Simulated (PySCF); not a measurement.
A geometry optimisation, step by step.

Species: OsO4 (singlet state).
Bonds: Os1–O2, Os1–O3, Os1–O4, Os1–O5.

Method: PBE0-D3(BJ)/def2-SVP geometry optimisation, gas phase, def2 core potentials past Kr (PySCF); density fitting, grid level 1; the optimiser is geomeTRIC in internal coordinates, started from a GFN2-xTB structure with every atom displaced at random (about 0.03 Å). The frame can shift and turn from step to step; on so coarse a grid that alone can change the energy by a few meV, and forces under 0.02 eV/Å are noise.

Step 0: E = -10638.2064 eV, largest atomic force 16.700 eV/Å
```
atom  x, y, z in Å  |  force x, y, z in eV/Å
Os1     0.061   -0.077    0.012  -12.469   3.910   0.333
O2     -0.007   -0.031    1.613    0.392  -0.305   7.792
O3      1.462    0.003   -0.575   15.710  -0.051  -5.663
O4     -0.671    1.333   -0.531   -1.051   1.298  -0.489
O5     -0.771   -1.339   -0.581   -2.582  -4.852  -1.972
```

Step 1: E = -10640.0663 eV, largest atomic force 0.747 eV/Å
```
atom  x, y, z in Å  |  force x, y, z in eV/Å
Os1     0.018   -0.033   -0.006   -0.568   0.459  -0.154
O2      0.004   -0.045    1.695    0.129  -0.080  -0.449
O3      1.604   -0.029   -0.596    0.025  -0.145   0.175
O4     -0.741    1.390   -0.553    0.172  -0.612   0.226
O5     -0.810   -1.394   -0.602    0.242   0.378   0.202
```

Step 2: E = -10640.0793 eV, largest atomic force 0.475 eV/Å
```
atom  x, y, z in Å  |  force x, y, z in eV/Å
Os1     0.012   -0.018   -0.015    0.284  -0.338   0.174
O2      0.020   -0.050    1.678   -0.014   0.038   0.015
O3      1.609   -0.044   -0.579   -0.047   0.044  -0.020
O4     -0.761    1.382   -0.552   -0.159   0.299  -0.122
O5     -0.806   -1.380   -0.594   -0.064  -0.043  -0.048
```

Step 3: E = -10640.0810 eV, largest atomic force 0.050 eV/Å
```
atom  x, y, z in Å  |  force x, y, z in eV/Å
Os1     0.015   -0.022   -0.013    0.001   0.041  -0.020
O2      0.023   -0.047    1.680    0.003   0.003   0.005
O3      1.608   -0.041   -0.583   -0.025   0.006  -0.001
O4     -0.763    1.382   -0.553    0.025  -0.041   0.016
O5     -0.808   -1.382   -0.594   -0.004  -0.010   0.000
```

Step 4: E = -10640.0811 eV, largest atomic force under 0.02 eV/Å
```
atom  x, y, z in Å  |  force x, y, z in eV/Å
Os1     0.015   -0.022   -0.012    0.003  -0.001  -0.005
O2      0.026   -0.046    1.680    0.005   0.000  -0.005
O3      1.606   -0.039   -0.587   -0.010   0.000   0.001
O4     -0.764    1.381   -0.552   -0.003  -0.003   0.002
O5     -0.808   -1.384   -0.591    0.004   0.004   0.007
```

Task: Summarise the path.

Result: The energy falls by 43.23 kcal/mol from step 0 to step 4; nine tenths of that is first reached at step 1. It falls at every step. The largest force goes from 16.700 to under 0.02 eV/Å. Among the bonds Os1–O3 changes most, from 1.522 to 1.692 Å; the atoms move by 0.099 Å rms after alignment.

Task: Follow the three bonds and two angles with the largest change from start to end.

Result: 
| step | E above end (kcal/mol) | largest force (eV/Å) | Os1–O3 (Å) | Os1–O2 (Å) | Os1–O5 (Å) | O3–Os1–O4 (°) | O2–Os1–O3 (°) |
| --- | --- | --- | --- | --- | --- | --- | --- |
| 0 | 43.23 | 16.700 | 1.522 | 1.602 | 1.624 | 103.4 | 115.0 |
| 1 | 0.34 | 0.747 | 1.692 | 1.700 | 1.701 | 107.7 | 110.9 |
| 2 | 0.04 | 0.475 | 1.693 | 1.693 | 1.692 | 109.8 | 109.2 |
| 3 | 0.00 | 0.050 | 1.693 | 1.693 | 1.693 | 109.5 | 109.4 |
| 4 | 0.00 | under 0.02 | 1.692 | 1.693 | 1.693 | 109.4 | 109.4 |

What follows is the cost of the whole optimisation. On an Arm Neoverse N1 with one thread, shared host with 64 logical CPUs at a one-minute load of 24, this took 31 s and 0.34 GiB of memory at its peak.
